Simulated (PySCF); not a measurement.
## Vibration and rotation of LaN

RHF-CCSD(T) constants of LaN, singlet, about 0.1 electrons in the 4f shell (Mulliken) (PySCF, spin-free X2C with a Gaussian nucleus, basis sets La x2c-SVPall, N x2c-SVPall; masses 138.9063 and 14.0031 u):

| Property | Result |
| --- | --- |
| ωe | 847.1 cm⁻¹ |
| ωexe | 2.85 cm⁻¹ |
| Be | 0.3901 cm⁻¹ |
| αe | 0.00183 cm⁻¹ |
| D (centrifugal) | 3.31e-07 cm⁻¹ |

(1) Give the vibrational terms G(v) and spacings up to v = 3.

A state of this spin cannot dissociate to the ground-state fragments, so its own limit lies higher than the one that De refers to.

Correlated steps freeze 19 core orbitals. Spin–orbit coupling is left out, which matters for elements this heavy, above all for dissociation energies. The CCSD T1 diagnostic is raised, a sign that a single reference may not be enough here.

Answers

(1) G(v) = ωe(v+½) − ωexe(v+½)².

| v | G(v) (cm⁻¹) | G(v) − G(v−1) | Bv (cm⁻¹) |
| --- | --- | --- | --- |
| 0 | 423 |  | 0.3892 |
| 1 | 1264 | 841 | 0.3874 |
| 2 | 2100 | 836 | 0.3855 |
| 3 | 2930 | 830 | 0.3837 |
